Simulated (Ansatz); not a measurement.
`C=C[Si](N)(Cl)OC` + propane → `C=C[SiH](N)Cl` + `CCCOC`  (formal exchange of groups at the Si–O bond)

Isolated molecules relaxed with PBE0-D4/def2-TZVP in Ansatz; ΔE leaves out vibrations. CBS: MP2 limit from def2 TZ/QZ plus the TZ coupled-cluster correction, frozen cores. One conformer a species, not always the lowest.

```
           species  CCSD(T)/def2-TZVPP energy (Eh)
`C=C[Si](N)(Cl)OC`                      -997.62053
             `CCC`                      -118.91565
   `C=C[SiH](N)Cl`                      -883.20247
           `CCCOC`                      -233.26634
```

(1) Work out ΔE.

Largest T1 diagnostic among the species: 0.011.

Answers

(1) ΔE = (-883.20247) + (-233.26634) − (-997.62053) − (-118.91565) = 0.06737 Eh = +1.83 eV. CCSD(T)/CBS gives +1.85 eV.

From PBE to PBE0 (25 % exact exchange), in def2-TZVPP and without D4, ΔE moves by +0.05 eV. The D4 term adds +0.07 eV with B3LYP and +0.04 eV with PBE0; it sums over pairs of atoms, weighted by their polarisabilities, and B3LYP, whose exchange is more repulsive, gets the larger term.

B3LYP here is the variant with VWN-RPA as its local correlation; programs differ in this.
